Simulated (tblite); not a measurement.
Species: C₆H₁₀F₂O₂.
Geometry (GFN2-xTB, Å), atoms numbered from 1 in this order:
```
atom  x, y, z in Å
C1    -0.3009   -1.7629    1.3138
C2     0.4706   -0.7552    0.9331
O3     0.3363    0.0970   -0.1021
C4    -0.7397   -0.0810   -1.0271
C5    -2.0274    0.5296   -0.4803
C6    -0.3030    0.5982   -2.3198
O7     1.6157   -0.4941    1.6660
C8     2.3924    0.5489    1.2925
F9     3.2226    0.8189    2.3103
F10    3.1848    0.2316    0.2387
H11   -0.0117   -2.3424    2.1667
H12   -1.2007   -2.0331    0.8014
H13   -0.8755   -1.1558   -1.2042
H14   -2.2875    0.0872    0.4776
H15   -2.8407    0.3589   -1.1797
H16   -1.8993    1.6007   -0.3442
H17   -0.1548    1.6611   -2.1482
H18   -1.0636    0.4633   -3.0832
H19    0.6330    0.1700   -2.6679
H20    1.8443    1.4698    1.0279
```

Computed values, GFN2-xTB/tblite, gas phase, harmonic and unscaled. Against measured fundamentals such values can be off by several per cent, at times by over 20. One conformer, not necessarily the lowest.

Harmonic wavenumbers (cm⁻¹): 33.4, 38.6, 76.5, 104.6, 117.0, 170.7, 200.2, 248.0, 303.2, 338.2, 391.8, 407.5, 469.0, 505.5, 558.7, 586.2, 617.6, 683.8, 792.6, 864.6, 923.4, 937.6, 945.6, 973.2, 989.4, 1016.6, 1083.9, 1138.7, 1145.7, 1155.7, 1177.1, 1227.8, 1266.1, 1288.2, 1302.7, 1312.7, 1375.9, 1396.7, 1407.9, 1471.1, 1482.5, 1484.5, 1497.2, 1732.3, 2886.2, 2895.1, 3043.1, 3049.5, 3051.0, 3052.0, 3053.2, 3056.9, 3168.8, 3205.9.

A = 2190, B = 770.0, C = 645.4 MHz; mass 152.065 u (most abundant isotopes); point group C1, symmetry number 1.

Problem. Zero-point energy?

Solution. ½Σν̃ = 33851 cm⁻¹ = 96.78 kcal/mol.

Problem. Give the ideal-gas entropy at 500 K and 1 bar in the rigid-rotor, harmonic-oscillator model (classical rotation).

Solution. Translation 43.56, rotation 31.61, vibration 59.66: S = 134.8 cal/(mol K).

Problem. And Cp and H(500 K) − H(0)?

Solution. Cp = 61.88 cal/(mol K), of which vibrations give 53.93 (their classical limit is 54 R = 107.3); H(500 K) − H(0) = 18.46 kcal/mol without the zero-point energy, 14.49 from vibrations.

Problem. What must be added to the electronic energy to get the Gibbs energy at 500 K and 1 bar?

Solution. ZPE + [H(500 K) − H(0)] − T·S = 96.78 + 18.46 − 67.42 = 47.82 kcal/mol.

Problem. Blend soft modes into free rotors: weight 1/[1 + (100 cm⁻¹/ν̃)⁴] for the oscillator and the rest for a rotor with moment μB/(μ + B), μ = h/(8π²ν), B = 10⁻⁴⁴ kg m². What vibrational entropy results?

Solution. 53.59 cal/(mol K) in place of 59.66, which changes −T·S at 500 K by +3.04 kcal/mol.

Problem. How do the functions run with temperature in this model?

Solution. 
```csv
T (K),S (cal/(mol K)),Cp (cal/(mol K)),H − H(0) (kcal/mol),G − H(0) (kcal/mol),ln q(vib)
150,84.9,26.8,2.71,-10.02,4.62
250,101.0,37.3,5.91,-19.34,7.88
298.15,108.0,42.5,7.83,-24.38,9.39
400,122.0,53.0,12.71,-36.10,12.48
600,146.8,69.2,25.03,-63.04,18.31
900,178.0,84.4,48.27,-111.92,26.40
```

q(vib) and H(0) count from the zero-point level.

Problem. Which modes carry the vibrational entropy at 500 K?

Solution. 33.4 cm⁻¹: 6.64; 38.6 cm⁻¹: 6.36; 76.5 cm⁻¹: 5.00; 104.6 cm⁻¹: 4.38; 117.0 cm⁻¹: 4.16; 170.7 cm⁻¹: 3.42 cal/(mol K); the other 48 give 29.70 together.

Hindered rotation and anharmonicity are outside this model. Other conformers, if any are populated, would add a mixing term that is left out. The structure is chiral; the term R ln 2 for an equal mix with its mirror image is left out.

Run on one thread of an x86-64 server, on a shared host. This covers the Hessian and the dipole derivatives.
